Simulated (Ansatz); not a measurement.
The cluster Si₂W. Charge 0, multiplicity 1. Geometry r2SCAN-D4/def2-TZVP.

```csv
atom,x (Å),y (Å),z (Å)
W1,0.3335,1.1826,-0.1673
Si2,0.2772,-0.5516,1.2495
Si3,-0.6107,-0.6310,-1.0822
```

In the def2 sets W takes a core potential; there is no spin–orbit coupling. The restricted singlet is unstable towards broken spin symmetry at other levels; at revPBE-D4/def2-TZVP, BLYP-D4/def2-TZVP, PBE0-D4/def2-SVP, CAM-B3LYP-D4/def2-TZVP this wasn't settled. At PBE0-D4/def2-TZVP the restricted singlet is unstable: a solution with broken spin symmetry lies lower. At PBE0-D4/def2-TZVP a triplet of charge 0 lies 0.76 eV below the restricted singlet, each at its own geometry. The structure comes from a short search, and lower isomers may exist.

Q: Estimate the orbital energies around the gap (eV) in Ansatz with revPBE-D4/def2-TZVP, BLYP-D4/def2-TZVP, PBE0-D4/def2-SVP, PBE0-D4/def2-TZVP, CAM-B3LYP-D4/def2-TZVP.

A: 
```json
{"orbital": "HOMO−9", "revPBE-D4/def2-TZVP": "-41.56", "BLYP-D4/def2-TZVP": "-41.46", "PBE0-D4/def2-SVP": "-44.35", "PBE0-D4/def2-TZVP": "-44.29", "CAM-B3LYP-D4/def2-TZVP": "-45.71"}
{"orbital": "HOMO−8", "revPBE-D4/def2-TZVP": "-41.15", "BLYP-D4/def2-TZVP": "-41.08", "PBE0-D4/def2-SVP": "-44.15", "PBE0-D4/def2-TZVP": "-44.08", "CAM-B3LYP-D4/def2-TZVP": "-45.61"}
{"orbital": "HOMO−7", "revPBE-D4/def2-TZVP": "-40.79", "BLYP-D4/def2-TZVP": "-40.75", "PBE0-D4/def2-SVP": "-43.72", "PBE0-D4/def2-TZVP": "-43.66", "CAM-B3LYP-D4/def2-TZVP": "-45.15"}
{"orbital": "HOMO−6", "revPBE-D4/def2-TZVP": "-12.02", "BLYP-D4/def2-TZVP": "-11.90", "PBE0-D4/def2-SVP": "-13.80", "PBE0-D4/def2-TZVP": "-13.66", "CAM-B3LYP-D4/def2-TZVP": "-15.20"}
{"orbital": "HOMO−5", "revPBE-D4/def2-TZVP": "-9.31", "BLYP-D4/def2-TZVP": "-9.24", "PBE0-D4/def2-SVP": "-10.77", "PBE0-D4/def2-TZVP": "-10.70", "CAM-B3LYP-D4/def2-TZVP": "-12.12"}
{"orbital": "HOMO−4", "revPBE-D4/def2-TZVP": "-6.03", "BLYP-D4/def2-TZVP": "-5.88", "PBE0-D4/def2-SVP": "-6.94", "PBE0-D4/def2-TZVP": "-6.85", "CAM-B3LYP-D4/def2-TZVP": "-7.85"}
{"orbital": "HOMO−3", "revPBE-D4/def2-TZVP": "-5.96", "BLYP-D4/def2-TZVP": "-5.77", "PBE0-D4/def2-SVP": "-6.94", "PBE0-D4/def2-TZVP": "-6.83", "CAM-B3LYP-D4/def2-TZVP": "-7.80"}
{"orbital": "HOMO−2", "revPBE-D4/def2-TZVP": "-5.67", "BLYP-D4/def2-TZVP": "-5.56", "PBE0-D4/def2-SVP": "-6.57", "PBE0-D4/def2-TZVP": "-6.50", "CAM-B3LYP-D4/def2-TZVP": "-7.48"}
{"orbital": "HOMO−1", "revPBE-D4/def2-TZVP": "-4.83", "BLYP-D4/def2-TZVP": "-4.73", "PBE0-D4/def2-SVP": "-5.87", "PBE0-D4/def2-TZVP": "-5.79", "CAM-B3LYP-D4/def2-TZVP": "-6.89"}
{"orbital": "HOMO", "revPBE-D4/def2-TZVP": "-4.72", "BLYP-D4/def2-TZVP": "-4.58", "PBE0-D4/def2-SVP": "-5.84", "PBE0-D4/def2-TZVP": "-5.74", "CAM-B3LYP-D4/def2-TZVP": "-6.88"}
{"orbital": "LUMO", "revPBE-D4/def2-TZVP": "-4.30", "BLYP-D4/def2-TZVP": "-4.33", "PBE0-D4/def2-SVP": "-3.32", "PBE0-D4/def2-TZVP": "-3.22", "CAM-B3LYP-D4/def2-TZVP": "-2.00"}
{"orbital": "LUMO+1", "revPBE-D4/def2-TZVP": "-2.97", "BLYP-D4/def2-TZVP": "-2.91", "PBE0-D4/def2-SVP": "-2.32", "PBE0-D4/def2-TZVP": "-2.26", "CAM-B3LYP-D4/def2-TZVP": "-1.24"}
{"orbital": "LUMO+2", "revPBE-D4/def2-TZVP": "-2.53", "BLYP-D4/def2-TZVP": "-2.42", "PBE0-D4/def2-SVP": "-1.84", "PBE0-D4/def2-TZVP": "-1.86", "CAM-B3LYP-D4/def2-TZVP": "-0.95"}
{"orbital": "LUMO+3", "revPBE-D4/def2-TZVP": "-2.19", "BLYP-D4/def2-TZVP": "-2.11", "PBE0-D4/def2-SVP": "-1.67", "PBE0-D4/def2-TZVP": "-1.66", "CAM-B3LYP-D4/def2-TZVP": "-0.78"}
{"orbital": "LUMO+4", "revPBE-D4/def2-TZVP": "-1.99", "BLYP-D4/def2-TZVP": "-1.91", "PBE0-D4/def2-SVP": "-1.26", "PBE0-D4/def2-TZVP": "-1.30", "CAM-B3LYP-D4/def2-TZVP": "-0.16"}
{"orbital": "LUMO+5", "revPBE-D4/def2-TZVP": "-1.49", "BLYP-D4/def2-TZVP": "-1.40", "PBE0-D4/def2-SVP": "-0.76", "PBE0-D4/def2-TZVP": "-0.76", "CAM-B3LYP-D4/def2-TZVP": "0.33"}
```
